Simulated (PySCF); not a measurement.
# [La3]+ at several levels of theory

Computed with PySCF 2.14.0 (density fitting, no spin-orbit coupling) at the geometry relaxed with r2SCAN:

```xyz
3
[La3]+ (triplet)
La    0.0000    0.0000    3.1858
La    0.0000    0.0000   -0.0336
La    0.0000    0.0000   -3.1522
```

| level | basis | state | HOMO (eV) | gap (eV) | charge on La1 (e) | population of f-type functions on La1 (core shells left out) | dipole about the centre of mass (D) | largest force component (eV/Å) |
| --- | --- | --- | --- | --- | --- | --- | --- | --- |
| r2SCAN | La def2-SVP with ECP46 | triplet | -6.49 | 0.27 | 0.74 | 0.01 | 1.93 | 0.00 |
| r2SCAN | La def2-TZVP with ECP46 | triplet | -6.68 | 0.59 | 0.52 | 0.01 | 0.09 | 0.45 |
| r2SCAN | La x2c-SVPall | triplet | -6.40 | 0.27 | 0.33 | 0.02 | 1.51 | 0.09 |

HOMO and gap are taken over both spins. Charges are Mulliken's, which hang on the basis. The relaxation used the grid (50, 194), these runs (75, 302) or, all-electron (x2c bases, spin-free X2C Hamiltonian), (99, 590).

Task: Order these levels, in the first row's basis, by the HOMO–LUMO gap they give here, smallest first.
A. BLYP
B. revPBE
C. PBE0
D. B3LYP

Result: B (0.22 eV), A (0.33 eV), D (1.10 eV), C (1.42 eV).

Task: And their other results?

Result: 
```
 level    state  HOMO (eV)  gap (eV)  charge on La1 (e)  population of f-type functions on La1 (core shells left out)  dipole about the centre of mass (D)  largest force component (eV/Å)
  BLYP  triplet      -6.44      0.33               0.70                                                          0.01                                 0.15                            0.26
  PBE0  triplet      -6.89      1.42               0.80                                                          0.01                                 1.57                            0.09
revPBE  triplet      -6.44      0.22               0.79                                                          0.01                                 0.93                            0.12
 B3LYP  triplet      -6.87      1.10               0.71                                                          0.01                                 1.21                            0.11
```

No frequency check is given that shows the relaxed geometry to be a minimum. The relaxed state is spin-contaminated (spin squared 3.46 against 2.00). Open shells may have lower solutions than the one found.

A gap near or under zero over both spins lies within a partly filled shell and is no excitation energy.

Some runs are spin-contaminated.
